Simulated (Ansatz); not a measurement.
System: TiN (charge 0, doublet). SMILES: [Ti]#[N]
Geometry: optimised at B3LYP-D3(BJ)/def2-TZVP (Ansatz, a quantum-chemistry and plane-wave program).

Wanted: vertical electron affinity to the singlet, in eV. Conventions: spin-orbit terms left out; non-relativistic; 6-31G* and kin with 6d, 5d where marked; each state is the SCF solution reached for its charge and spin; UHF or UKS for open shells. First-principles rows: single points at B3LYP-D3(BJ) geometries (Ansatz).

| species | coefficient | E at B3LYP/6-31G* (Ansatz), Eh | E at PBE/def2-TZVPD (Ansatz), Eh |
|---|---|---|---|
| charge -1, singlet | -1 | -904.10782 | -903.91244 |
| charge 0, doublet | +1 | -904.06548 | -903.86993 |

 1 Eh = 27.2114 eV.

Task: Work the quantity out at each level.

Result: 
- B3LYP/6-31G*: the sum of coefficient times E is 0.04234 Eh, or 1.152 eV. Result: 1.15 eV.
- PBE/def2-TZVPD: the sum of coefficient times E is 0.04251 Eh, or 1.157 eV. Result: 1.16 eV.
